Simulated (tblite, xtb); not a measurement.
boroxine (H₃B₃O₃), singlet, geometry from GFN2-xTB. Base run: GFN1-xTB run with xtb 6.7.1.

The xtb input:
```
$ xtb mol.xyz --gfn 1 --json

# file mol.xyz
9

B     -0.62642433     1.18300324     0.24601012
O     -1.33948341     0.02486049     0.22970691
B     -0.71480732    -1.15811031    -0.01600341
O      0.62560781    -1.18146124    -0.24568946
B      1.34123166    -0.02489294    -0.23000671
O      0.71387560     1.15660075     0.01598255
H     -1.16486750     2.19985392     0.45746817
H     -1.32922010    -2.15356426    -0.02975915
H      2.49408760    -0.04628966    -0.42770903
```

Programs used: tblite, xtb; a row that names a program was run with it.

The base run was repeated with changes; each row names its change, and settings that it needs were set with it.

| change | ΔE vs base (kcal/mol) | HOMO-LUMO gap (eV) | G_solv (kcal/mol) | SCF cycles |
|---|---|---|---|---|
| base | 0.000 | 6.40 | - | 10 |
| acc = 1000 | 0.000 | 6.40 | - | 8 |
| etemp = 1000 | 0.000 | 6.40 | - | 10 |
| etemp = 5000 | -0.048 | 6.40 | - | 10 |
| alpb = chcl3 | -3.22 | 6.37 | -3.27 | 10 |
| gbsa = toluene | -2.98 | 6.37 | -3.01 | 10 |
| gbsa = water | 2.53 | 6.36 | 2.44 | 10 |
| program = tblite; method = gfn1 | 0.000 | - | - | - |

ALPB and GBSA are two models with their own fitted parameters for each solvent, which aren't always the measured dielectric constant.
